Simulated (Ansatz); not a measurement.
`C[Si](F)(F)CO`. Charge 0, multiplicity 1.

Z-matrix (Å, degrees):
```
C
Si 1 1.840
H 1 1.092 2 110.8
H 1 1.092 2 110.0 3 -119.6
H 1 1.092 2 110.9 3 120.3
F 2 1.600 1 109.0 3 -173.5
F 2 1.594 1 110.1 3 -56.9
C 2 1.869 1 115.5 3 67.9
O 8 1.427 2 109.8 1 64.6
H 8 1.099 2 111.6 1 -170.7
H 8 1.094 2 110.6 1 -52.7
H 9 0.961 8 108.2 2 62.7
```

Q: What are the harmonic wavenumbers in cm⁻¹ at PBE0-D4/def2-TZVP (Ansatz, finite differences of forces, unscaled)? (Best estimate.)

A: The calculation gave: 72, 116, 139, 193, 219, 292, 309, 339, 379, 644, 703, 773, 793, 828, 902, 944, 1063, 1151, 1286, 1297, 1388, 1443, 1447, 1458, 3017, 3058, 3096, 3145, 3148, 3856.

Q: Is this a minimum?

A: Yes, all 30 modes are real.

Q: Give the ideal-gas thermochemistry at 298.15 K and 1 bar (rigid rotor, harmonic oscillator; point group C1, symmetry number 1).

A: Zero-point energy 224.3 kJ/mol; H(298) − E = 248.6 kJ/mol; entropy 371.1 J/(mol·K), of which translation 167.7, rotation 115.0, vibration 88.4; G(298) − E = 138.0 kJ/mol. Modes under 100 cm⁻¹ are hindered rotations or soft bends, so the harmonic entropy is rough.

Q: And at 400, 500, 600, 800 and 1000 K?

A: 
| T (K) | H − E (kJ/mol) | S (J/mol/K) | G − E (kJ/mol) |
| --- | --- | --- | --- |
| 400 | 262.5 | 411.1 | 98.1 |
| 500 | 278.3 | 446.2 | 55.2 |
| 600 | 295.7 | 477.9 | 9.0 |
| 800 | 334.4 | 533.4 | -92.3 |
| 1000 | 376.8 | 580.7 | -203.8 |
